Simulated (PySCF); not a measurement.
# Manganese: a sound run and one with changed settings

Sound run: Mn [Ar] 3d5 4s2, Mn⁺ [Ar] 3d5 4s1. Calculation: PySCF 2.14, in cc-pVTZ (7s6p4d2f1g, 68 functions); the non-relativistic Hamiltonian (point nucleus). In the sound run the correlated levels freeze [Ar]. The sound run starts from symmetry-adapted Hartree-Fock orbitals and uses a fine grid where one is needed.

Changed run: initial guess atom, at most 50 SCF cycles.

```json
{"species": "Mn", "method": "UHF", "sound run (hartree)": "-1149.86867", "changed run (hartree)": "-1149.75173", "converged": "yes"}
{"species": "Mn", "method": "B3LYP", "sound run (hartree)": "-1151.03067", "changed run (hartree)": "-1151.03067", "converged": "yes"}
{"species": "Mn", "method": "TPSS", "sound run (hartree)": "-1151.01638", "changed run (hartree)": "-1151.01638", "converged": "yes"}
{"species": "Mn⁺", "method": "UHF", "sound run (hartree)": "-1149.64916", "changed run (hartree)": "-1149.64916", "converged": "yes"}
{"species": "Mn⁺", "method": "B3LYP", "sound run (hartree)": "-1150.75504", "changed run (hartree)": "-1150.75504", "converged": "yes"}
{"species": "Mn⁺", "method": "TPSS", "sound run (hartree)": "-1150.75786", "changed run (hartree)": "-1150.75786", "converged": "yes"}
{"species": "Mn⁺", "method": "MP2", "sound run (hartree)": "-1149.73397", "changed run (hartree)": "-1149.73397", "converged": "yes"}
```

Ionisation energy of Mn:

| method | sound run (eV) | changed run (eV) |
| --- | --- | --- |
| B3LYP | 7.500 | 7.500 |
| TPSS | 7.035 | 7.035 |

The plain start fixes occupations by D2h representation alone, and Mn at UHF landed in another state (other ⟨L²⟩ or ⟨S²⟩). 

For comparison, NIST gives 7.434 eV between the lowest levels.
